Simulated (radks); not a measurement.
The numbers below are computed, except where a source is named.
Task: Ionisation of Re, [Xe] 4f14 5d5 6s2, to Re+, [Xe] 4f14 5d5 6s1, under several functionals. Dirac Kohn-Sham, spin-unpolarised, spherical densities, point nucleus; open shells fill j = l - 1/2 first; a radial shooting solver on a logarithmic mesh with Libxc functionals. The NIST Atomic Spectra Database gives 7.834 eV (measured). Rank these functionals by the error of their Delta-SCF ionisation energy: SOGGA; OLYP; LDA (Slater exchange, Perdew-Wang correlation); LDA (Slater exchange, Perdew-Zunger correlation); exchange-only PBE; HCTH/407; AM05.

Result: From best to worst: exchange-only PBE 8.438 eV (+0.605); OLYP 8.812 eV (+0.978); SOGGA 9.091 eV (+1.257); AM05 9.137 eV (+1.303); HCTH/407 9.159 eV (+1.325); LDA (Slater exchange, Perdew-Wang correlation) 9.420 eV (+1.586); LDA (Slater exchange, Perdew-Zunger correlation) 9.428 eV (+1.594). Spin polarisation and multiplet splitting are left out, so open shells lie too high by an amount that depends on their filling.

Beside tabulated values, note that spin-unpolarised runs miss the spin-polarisation part of the exchange energy of open shells.
